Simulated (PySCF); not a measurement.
C4H9OSi (doublet state).
SMILES with atom numbers: `[CH2:1]=[C:2]([CH2:3][CH3:4])[O:5][SiH2:6]` (hydrogens: H7, H8 on C1; H9, H10 on C3; H11, H12, H13 on C4; H14, H15 on Si6)

Structure used (GFN2-xTB), in Å, numbered top down from 1:
```
atom  x, y, z in Å
C1     0.0758   -0.2740   -1.9056
C2     0.2961   -0.1647   -0.5975
C3    -0.5036   -0.9068    0.4378
C4    -1.5135    0.0189    1.1144
O5     1.2638    0.6507   -0.1494
Si6    1.7564    1.3369    1.2382
H7    -0.6842   -0.9289   -2.2869
H8     0.6557    0.2856   -2.6167
H9     0.1782   -1.3153    1.1883
H10   -1.0255   -1.7345   -0.0425
H11   -2.2026    0.4234    0.3762
H12   -1.0027    0.8496    1.6018
H13   -2.0831   -0.5251    1.8643
H14    3.0455    1.8549    0.8296
H15    1.7393    0.4374    2.3866
```

The hyperfine couplings belong to this conformer and change with its torsions.

Theory: UKS B3LYP, pcH-1 on C H O Si, non-relativistic, mean-field spin-orbit, GIAO in PySCF 2.14.0. One conformer (not necessarily the lowest) at the GFN2-xTB geometry, without solvent, vibrations or thermal averaging. A GFN2-xTB geometry isn't a minimum of the functional, and hyperfine couplings can be far from their values at a DFT geometry, by a factor of two or more for some ions and for spin on atoms past the first row. No stability test was run, so a lower SCF solution isn't excluded.

(1) Predict the first-order ENDOR lines of H14/H15, H7, H8 and H9/H10 under fast tumbling at B = 340.0 mT (X band).

(2) Which pairs are centred on the nuclear Larmor frequency, and which on half the coupling?

## Answers

(1) ν± = |νn ± a/2|, one line for each electron-spin manifold; νn = |g_N| × 7.62259 MHz/T × B.

```
 nuclei  isotope     g_N  νn (MHz)  a_iso (MHz)  lower line (MHz)  upper line (MHz)
H14/H15       1H  5.5857     14.48        88.05             29.55             58.50
     H7       1H  5.5857     14.48        -4.90             12.03             16.92
     H8       1H  5.5857     14.48        -4.67             12.14             16.81
 H9/H10       1H  5.5857     14.48        -0.69             14.13             14.82
```

(2) Centred on νn, since |a| < 2νn: H7, H8 and H9/H10. Centred on |a|/2 and split by 2νn: H14/H15.

Class means assume fast exchange of nuclei equivalent by connectivity; if that motion is slow, each nucleus keeps its own coupling. The 1H value of +88.0 MHz is a mean of couplings from 81.6 to 94.5 MHz in this one geometry, not an average over conformers.

The Mulliken spin populations are largest on Si6 (+0.83), C1 (+0.08) and O5 (+0.06). Si6 is the only atom above +0.15. The angles at Si6 add up to 331.4°, so it is pyramidal.
